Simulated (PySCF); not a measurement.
Orbital picture of GeF

TPSS at R = 1.760 Å; basis Ge 6-31G(d,p), F 6-31G(d,p); no relativity; PySCF 2.14. State: ²Π (doublet), unpaired electrons π ↑. Only the outer orbitals are listed, counted within each symmetry.

```tsv
spin	orbital	occ.	ε (eV)	on Ge (%)	main shells (%)
α	8σ	1	-28.55	24	75 F s, 21 Ge d
α	9σ	1	-12.87	60	58 Ge s, 37 F p
α	4π	1	-9.45	10	90 F p, 8 Ge p
α	4π	1	-9.44	11	89 F p, 9 Ge p
α	10σ	1	-8.88	55	45 F p, 37 Ge s, 17 Ge p
α	5π	1	-3.93	91	91 Ge p, 8 F p
α	5π	0	-3.58	92	92 Ge p
α	11σ	0	-0.64	96	88 Ge p
α	12σ	0	2.84	100	98 Ge s
β	8σ	1	-28.44	24	76 F s, 21 Ge d
β	9σ	1	-12.41	51	49 Ge s, 45 F p
β	4π	1	-9.41	9	91 F p
β	4π	1	-9.09	8	92 F p
β	10σ	1	-8.43	63	46 Ge s, 37 F p, 16 Ge p
β	5π	0	-3.20	93	93 Ge p
β	5π	0	-2.37	94	94 Ge p
β	11σ	0	-0.30	96	87 Ge p
```

Question: Which are the highest filled and the lowest empty level, where do they sit, and how wide is the gap?

Answer: Highest filled α 5π at -3.93 eV (in %: 91 Ge p, 8 F p); lowest empty α 5π at -3.58 eV (in %: 92 Ge p); the gap at TPSS is 0.35 eV. Both belong to one degenerate shell, split only by its one-sided filling, so this is no excitation gap.

```json
{"bond order (Mayer)": "1.09", "⟨S²⟩": "0.753", "charge on Ge (Mulliken, basis-dependent)": "0.35", "charge on Ge (Löwdin, basis-dependent)": "0.22", "dipole moment (positive dipole means Ge(−)F(+))": "-1.42 D"}
```

Spin–orbit coupling is left out. The state was picked by a PBE0 search and need not be the measured ground state.
